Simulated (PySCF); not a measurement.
**Excitation energy of Si⁺ by level of theory**

Si⁺ [Ne] 3s2 3p1 (2P) → Si⁺ [Ne] 3s1 3p2, s spin flipped, as a difference of total energies. All numbers are calculated (PySCF 2.14, no relativity, point nucleus, in def2-QZVPPD (10s6p5d2f1g, 76 functions)). Correlated levels: valence and next inner shell: 1s2 frozen. The calculations carry no spin-orbit coupling.

```json
{"method": "UHF", "excitation energy (eV)": "8.678"}
{"method": "MP2 (valence and next inner shell)", "excitation energy (eV)": "8.026"}
{"method": "SCS-MP2 (valence and next inner shell)", "excitation energy (eV)": "7.978"}
```

How much does correlation contribute at MP2 (valence and next inner shell)?

8.026 − (8.678) = -0.652 eV, measured against UHF.

The upper determinant mixes two multiplicities, so it lies between the two terms.

The coupled-cluster amplitudes are large for the upper state (T1 above 0.03 or a double amplitude above 0.15), so a single reference is strained.
